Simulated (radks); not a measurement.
The numbers below are computed, except where a source is named.
Q: Mo, 42 electrons, occupied as [Kr] 4d5 5s0.5 5p0.5 (fractional occupations, a model configuration). Level of theory: scalar-relativistic Kohn-Sham, r2SCAN, spin-unpolarised, spherical densities, finite nucleus; meta-GGA in the generalised Kohn-Sham scheme; Fermi nuclear charge, rms radius 4.4091 fm (a radial shooting solver on a logarithmic mesh with Libxc functionals). Some entries of the table are withheld. Estimate them.

orbital,occ.,eigenvalue (eV),r(max) (bohr),<r> (bohr)
1s,2,-19866.77,0.02287,0.03517
2s,2,-2818.753,0.1295,(1)
2p,6,(2),0.1036,0.1340
3s,2,-485.8596,(3),0.4278
3p,6,-386.1425,0.3769,0.4299
3d,10,(4),0.3235,0.4153
4s,2,-67.0016,0.9910,1.112
4p,6,-40.4364,1.073,1.241
4d,5,-4.4054,1.377,1.965
5s,0.5,-4.4034,(5),3.608
5p,0.5,-1.2850,4.142,5.361

A: 
(1) 2s <r> (bohr): 0.1536
(2) 2p eigenvalue (eV): -2517.441
(3) 3s r(max) (bohr): 0.3830
(4) 3d eigenvalue (eV): -224.4083
(5) 5s r(max) (bohr): 2.961
